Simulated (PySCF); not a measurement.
## XPS shifts beside NMR shieldings

Compound: CF3CH2CN, C3H2F3N.
Numbering: `[N:1]#[C:2][CH2:3][C:4]([F:5])([F:6])[F:7]`

Binding energies: delta-SCF UKS SCAN, pcX-2 on the ionised atom, pcseg-1 elsewhere, spin-free X2C (PySCF 2.14.0). Shieldings: GIAO PBE0/pcSseg-1, non-relativistic, same geometry.

```json
{"atom": "C2", "C 1s (eV)": "293.20"}
{"atom": "C3", "C 1s (eV)": "293.69"}
{"atom": "C4", "C 1s (eV)": "299.24"}
```

What are the absolute isotropic shieldings of these atoms?

```csv
atom,environment,C 1s (eV),isotropic shielding (ppm)
C2,nitrile carbon,293.20,68.1
C3,sp3 carbon next to a nitrile,293.69,158.6
C4,CF3 carbon,299.24,56.9
```

Among the listed atoms, is the one with the highest binding energy also the least shielded?

Yes: C4 has both (299.24 eV, 56.9 ppm).

By binding energy: C2 < C3 < C4. By shielding: C4 < C2 < C3.

Isolated species at its PBE0-D3(BJ)/def2-SVP geometry, gas phase.

The values belong to the conformer `[N:1]#[C:2][CH2:3][C:4]([F:5])([F:6])[F:7]`: C2–C3–C4–F5 60°.
